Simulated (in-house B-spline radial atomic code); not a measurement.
Si³⁺. Computed with a B-spline radial atomic code. Model: all-electron spherical atom, spin shells full or empty, radial basis limit, no spin-orbit coupling, Breit or QED, empty-state partial waves extrapolated as (l+1/2)^-4, RPA, G0W0 and static COHSEX of the highest shell as one setting changes (uncorrelated shells keep exact exchange).

In a row where one electron alone is correlated, RPA and GW hold only self-correlation.

Given: element Si; charge 3; filled core Ne; hamiltonian non-relativistic; mean-field start PBE; highest l of empty states 9; highest mean-field shell 3s up.

Shell: 3s 1 0 (electrons up and down).

```json
{"lowest nl shells left uncorrelated": "0", "RPA correlation energy (hartree)": "-0.65476", "G0W0 level (eV)": "-45.99", "G0W0 minus most complete (meV)": "0", "COHSEX level (eV)": "-47.695"}
{"lowest nl shells left uncorrelated": "1", "RPA correlation energy (hartree)": "?", "G0W0 level (eV)": "?", "G0W0 minus most complete (meV)": "?", "COHSEX level (eV)": "?"}
{"lowest nl shells left uncorrelated": "2", "RPA correlation energy (hartree)": "?", "G0W0 level (eV)": "?", "G0W0 minus most complete (meV)": "?", "COHSEX level (eV)": "?"}
{"lowest nl shells left uncorrelated": "3", "RPA correlation energy (hartree)": "-0.027837", "G0W0 level (eV)": "-45.664", "G0W0 minus most complete (meV)": "325.3", "COHSEX level (eV)": "-47.216"}
```

Question: What follows for lowest nl shells left uncorrelated = 1?

Answer: RPA correlation energy -0.52956 hartree; G0W0 level -45.986 eV; G0W0 minus most complete 3.6 meV; COHSEX level -47.685 eV.

Question: What follows for lowest nl shells left uncorrelated = 2?

Answer: RPA correlation energy -0.38051 hartree; G0W0 level -46.036 eV; G0W0 minus most complete -46 meV; COHSEX level -47.765 eV.
